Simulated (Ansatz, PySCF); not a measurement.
H6N3OTa, SMILES [NH]=[Ta]([NH2])([NH2])[OH], multiplicity 1. Atoms are numbered in the order given.

```xyz
11

Ta    -0.0088     0.0084    -0.0125
N      0.9916    -0.6087    -1.3383
H      1.6270    -1.0238    -2.0074
O      0.4641    -0.6032     1.7464
H      1.0999    -1.1673     2.1888
N     -1.8689    -0.5775    -0.4251
H     -2.1828    -1.0448    -1.2693
H     -2.6699    -0.3823     0.1712
N      0.1731     1.9923    -0.0805
H      0.6587     2.5314    -0.7898
H     -0.2798     2.6256     0.5745
```

The structure is a stationary point at PBE0-D3(BJ)/def2-SVP. The multiplicity is an assumed one; no other spin state was optimised. The structure was generated by enumeration; whether it is a known compound was not checked. The def2 effective core potentials stand for the cores of Ta; spin–orbit coupling is left out. One conformer was computed; it need not be the lowest.

Two levels are set side by side: PBE-D3(BJ)/def2-SVP (Ansatz, a quantum-chemistry and plane-wave program) and PBE0-D3(BJ)/def2-SVP (Ansatz). Each level has its own optimised geometry; the coordinates shown are those of the second. Frequencies come from the Hessian of PySCF at each geometry. Differences are taken from unrounded values.

```
quantity                            PBE0-D3(BJ)
----------------------------------  -----------
mean bond length (Å)                      1.371
bond Ta1–N2 (Å)                           1.772
bond Ta1–O4 (Å)                           1.921
bond Ta1–N6 (Å)                           1.993
bond Ta1–N9 (Å)                           1.993
bond N2–H3 (Å)                            1.012
bond O4–H5 (Å)                            0.958
bond N6–H7 (Å)                            1.015
bond N6–H8 (Å)                            1.018
bond N9–H10 (Å)                           1.015
bond N9–H11 (Å)                           1.018
highest harmonic wavenumber (cm⁻¹)         3988
mean harmonic wavenumber (cm⁻¹)            1252
zero-point energy (kcal/mol)              48.34
```

Q: What does PBE-D3(BJ) give, and how far is it from PBE0-D3(BJ)? (The exact figures need the calculation; the answer reports its results.)

A: 
```tsv
quantity	PBE-D3(BJ)	PBE-D3(BJ) minus PBE0-D3(BJ)
mean bond length (Å)	1.382	0.011
bond Ta1–N2 (Å)	1.788	0.016
bond Ta1–O4 (Å)	1.937	0.015
bond Ta1–N6 (Å)	2.005	0.012
bond Ta1–N9 (Å)	2.005	0.012
bond N2–H3 (Å)	1.020	0.009
bond O4–H5 (Å)	0.969	0.011
bond N6–H7 (Å)	1.023	0.009
bond N6–H8 (Å)	1.026	0.009
bond N9–H10 (Å)	1.023	0.009
bond N9–H11 (Å)	1.026	0.009
highest harmonic wavenumber (cm⁻¹)	3820	-168
mean harmonic wavenumber (cm⁻¹)	1207	-46
zero-point energy (kcal/mol)	46.57	-1.77
```

GGA bonds tend to be longer and softer than those of functionals with exact exchange. Differences between two approximate levels are no errors against the true value.
